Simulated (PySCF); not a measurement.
# Orbital energies and ionisation energy

C₂H₆SSi.
Atom-mapped SMILES: `[CH2:1]=[CH:2][S:3][SiH3:4]` (hydrogens: H5, H6 on C1; H7 on C2; H8, H9, H10 on Si4)

Geometry (PBE0-D3(BJ)/def2-SVP, Å), atoms numbered from 1 in this order:
```
atom  x, y, z in Å
C1     1.5210   -0.4707    0.1141
C2     1.1838    0.7410   -0.3350
S3    -0.4086    1.4759   -0.4910
Si4   -1.7330   -0.0647    0.2135
H5     2.5735   -0.7623    0.1407
H6     0.7948   -1.2086    0.4666
H7     1.9602    1.4357   -0.6739
H8    -1.6274   -1.2990   -0.6199
H9    -1.4559   -0.4163    1.6378
H10   -3.0861    0.5429    0.0798
```

Level: CAM-B3LYP/def2-SVPD (PySCF). Frontier orbitals with their largest atomic shares (Löwdin; up to four atoms above 4 %):

| orbital | ε (eV) | main atoms |
| --- | --- | --- |
| HOMO−3 | -11.30 | Si4 23 %, H10 21 %, S3 17 %, C2 16 % |
| HOMO−2 | -10.58 | C2 29 %, S3 20 %, C1 18 %, Si4 13 % |
| HOMO−1 | -10.33 | S3 60 %, Si4 17 %, C2 9 % |
| HOMO | -7.95 | ? |
| LUMO | 0.82 | Si4 32 %, S3 32 %, H8 12 %, H9 11 % |
| LUMO+1 | 0.88 | C2 32 %, C1 31 %, S3 13 %, Si4 6 % |
| LUMO+2 | 1.16 | Si4 33 %, S3 26 %, C1 9 %, H10 8 % |

**Question.** What vertical ionisation energy does ΔSCF give, and how far is −ε(HOMO) from it?

**Answer.** ΔSCF: 8.76 eV (845 kJ/mol; threshold wavelength 142 nm); ⟨S²⟩ of the doublet left behind is 0.775, against 0.75 for a pure doublet. −ε(HOMO) is 7.95 eV, 0.81 eV below it. For the exact functional −ε(HOMO) would equal the first vertical ionisation energy; CAM-B3LYP (range-separated hybrid) falls short of its own ΔSCF value by 9 %.

**Question.** On which atoms does the HOMO lie?

**Answer.** S3 (sulfur bonded to C and Si) 47 %, C1 (terminal =CH2 carbon) 22 %, C2 (alkene CH carbon) 18 %, Si4 (SiH3 silicon) 6 %. The HOMO−1 lies 2.38 eV lower.

**Question.** What kinetic energy would electrons from this vertical process carry with He II light (40.814 eV)?

**Answer.** 40.81 − 8.76 = 32.05 eV.

**Question.** Shift the occupied levels rigidly so that −ε(HOMO) equals the ΔSCF value. What binding energies result?

**Answer.** The shift is +0.81 eV: HOMO 8.76, HOMO−1 11.14, HOMO−2 11.39, HOMO−3 12.11 eV. A rigid shift is only a rough guide to the deeper ionisations.

**Question.** What total energies stand behind the ΔSCF value?

**Answer.** E(N) = -767.18919 Eh and E(N − 1) = -766.86719 Eh at the same geometry, 0.32200 Eh apart.

Isolated species at its PBE0-D3(BJ)/def2-SVP geometry (one conformer only).
